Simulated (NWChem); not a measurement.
**F$_{2}$Mg in NWChem**

```xyz
3

Mg     0.0000     0.0000     0.0000
F      0.0000     0.0000     1.7682
F      0.0000     0.0000    -1.7682
```
Charge 0, spin multiplicity 1.

Program: NWChem. Structure: optimised with PBE/def2-SVP, a minimum by its harmonic frequencies.

Symmetry labels belong to the abelian group D2h used in the runs, with the axes of the coordinates shown; states degenerate in a higher group split over its labels.

B3LYP has NWChem's definition, with VWN1-RPA local correlation. The structure started from a generated list of species.

Task: List the lowest 4 singlet excitations that TD-B3LYP/def2-SVPD, VWN1-RPA local correlation gives, with oscillator strengths.

Result: 
```csv
state,symmetry,energy (eV),wavelength (nm),f
1,b2g,6.58,188,0.000
2,b3g,6.58,188,0.000
3,b2u,6.76,183,0.068
4,b3u,6.76,183,0.068
```
